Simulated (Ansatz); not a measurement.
C₂H₆F₂Si, SMILES `FC(F)C[SiH3]`, relaxed with RKS PBE-D4/def2-SVP in Ansatz 0.2.0 from a rough embedded geometry. The force threshold is 0.03 eV/Å; the program also tests the step.

Total charge 0; spin multiplicity 1.

Start:

```xyz
11

F     0.802    1.859    0.491
C     1.190    0.617    0.277
F     2.159    0.438    1.179
C     0.133   -0.414    0.545
Si   -1.268   -0.390   -0.698
H     1.611    0.526   -0.748
H     0.532   -1.384    0.647
H    -0.327   -0.159    1.525
H    -2.238   -1.386   -0.401
H    -1.925    0.956   -0.784
H    -0.669   -0.663   -2.033
```

(1) How much energy does the relaxation release, and in how many steps? (An estimate is asked.)

(2) Which bonds change most? (Best estimate.)

(3) Give the relaxed structure. (Estimate.)

## Answers

(1) Ansatz gave: 0.36 eV, in 8 steps, 1 of them rejected.

(2) The calculation gave: Si5–H9 from 1.422 to 1.505 Å; F1–C2 from 1.319 to 1.376 Å; C4–H7 from 1.054 to 1.110 Å; C2–F3 from 1.336 to 1.371 Å.

(3) Computed: 
```xyz
11

F     0.766    1.843    0.128
C     1.253    0.567    0.289
F     2.130    0.591    1.342
C     0.117   -0.394    0.564
Si   -1.298   -0.333   -0.711
H     1.831    0.307   -0.631
H     0.521   -1.426    0.612
H    -0.296   -0.159    1.568
H    -2.208   -1.507   -0.470
H    -2.086    0.940   -0.587
H    -0.731   -0.429   -2.104
```
